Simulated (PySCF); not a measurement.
BiMe2Cl, C₂H₆BiCl.
Bonds: Bi1–C2, Bi1–C6, Bi1–Cl10. Hydrogens: H3, H4, H5 on C2; H7, H8, H9 on C6.

A linear-response calculation (PySCF, def2-SVPD basis, gas phase, vertical, core orbitals frozen in the response) gave these numbers; the functional is withheld.

Orbital energies (eV): HOMO-3 -8.70, HOMO-2 -8.39, HOMO-1 -7.66, HOMO -7.04, LUMO -1.80, LUMO+1 -0.60, LUMO+2 -0.12.

```json
{"state": "S1", "E (eV)": "4.33", "f": "0.028", "main configurations (H = HOMO, L = LUMO)": "H→L (98%)"}
{"state": "S2", "E (eV)": "4.80", "f": "0.0021", "main configurations (H = HOMO, L = LUMO)": "H-1→L (100%)"}
{"state": "S3", "E (eV)": "5.56", "f": "0.015", "main configurations (H = HOMO, L = LUMO)": "H-2→L (97%)"}
{"state": "S4", "E (eV)": "5.76", "f": "0.081", "main configurations (H = HOMO, L = LUMO)": "H→L+1 (79%), H-3→L (14%)"}
{"state": "S5", "E (eV)": "5.86", "f": "0.023", "main configurations (H = HOMO, L = LUMO)": "H-3→L (86%), H→L+1 (13%)"}
{"state": "S6", "E (eV)": "6.07", "f": "0.049", "main configurations (H = HOMO, L = LUMO)": "H→L+2 (68%), H-1→L+1 (31%)"}
```

Triplets, Tamm–Dancoff:

```csv
state,E (eV),λ (nm),"main configurations (H = HOMO, L = LUMO)"
T1,3.77,329.1,H→L (99%)
T2,4.49,275.9,H-1→L (99%)
T3,4.90,253.1,H→L+1 (92%)
T4,5.09,243.5,H-2→L (96%)
```

Vertical ionisation energy by ΔSCF with the same functional: 9.10 eV. Mean static polarisability: 90.8 au.

Question: Name the functional.
A. B3LYP
B. HF
C. wB97X-D
D. PBE

Answer: A. B3LYP is a global hybrid with 20% exact exchange. In this run −ε(HOMO) = 7.04 eV differs from the ΔSCF value by -2.06 eV, and S1 differs from the orbital gap of 5.24 eV by -0.92 eV. The ratio −ε(HOMO)/IP is 0.77. Usual ranges for neutral molecules in this basis: 0.67 to 0.83 with B3LYP, 0.5 to 0.7 with PBE, 0.89 to 0.99 with wB97X-D; with Hartree–Fock the ratio is 1 or more (Koopmans' value less the relaxation energy is the ΔSCF value).

Method used: TDDFT B3LYP/def2-SVPD, vertical, gas phase, core orbitals frozen in the response, def2 core potentials past Kr (PySCF 2.14.0, density-fitted response routines). Geometry: PBE0-D3(BJ)/def2-SVP; no solvent, vibrations or thermal averaging. Spin–orbit coupling is left out. The geometry optimisation had not met its thresholds, so the values belong to a structure short of the stationary point.

Hardware: one thread of an x86-64 server (shared host). Cost: 52 s of wall time.
